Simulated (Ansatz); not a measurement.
C₃H₅BS, SMILES `BC1=C(C)S1`. Charge 0, multiplicity 1. Geometry: relaxed with PBE0-D4/def2-TZVP.

```xyz
10

B     1.650   -1.126    0.879
C     0.299   -0.546    0.690
C    -0.635    0.151    0.101
C    -0.976    1.002   -1.039
S    -1.473   -0.460    1.487
H     2.461   -0.858    0.039
H     1.925   -1.821    1.807
H    -1.328    1.970   -0.674
H    -0.120    1.142   -1.698
H    -1.802    0.548   -1.593
```

(1) What is the dipole moment at B3LYP/def2-TZVPP? (Best estimate.)

(2) And with PBE, r2SCAN, ωB97M-V? (Estimate.)

(3) Give the Mulliken charges with B3LYP, ωB97M-V, PBE in def2-TZVPP. (An estimate is asked.)

Answers

(1) The calculation gave: 2.99 D, with components (-0.85, 1.75, -2.27) D in this frame, pointing from negative to positive charge.

(2) Ansatz gave: PBE 3.13 D, r2SCAN 3.15 D, ωB97M-V 2.92 D.

(3) Ansatz gave: 
| atom | B3LYP | ωB97M-V | PBE |
| --- | --- | --- | --- |
| B1 | -0.17 | -0.23 | -0.17 |
| C2 | 0.10 | 0.04 | 0.14 |
| C3 | 0.02 | 0.05 | -0.01 |
| C4 | -0.20 | -0.25 | -0.19 |
| S5 | -0.15 | -0.12 | -0.13 |
| H6 | 0.02 | 0.06 | 0.01 |
| H7 | 0.04 | 0.08 | 0.02 |
| H8 | 0.11 | 0.13 | 0.11 |
| H9 | 0.11 | 0.12 | 0.11 |
| H10 | 0.11 | 0.13 | 0.11 |

B3LYP here is the variant with VWN-RPA as its local correlation; programs differ in this.
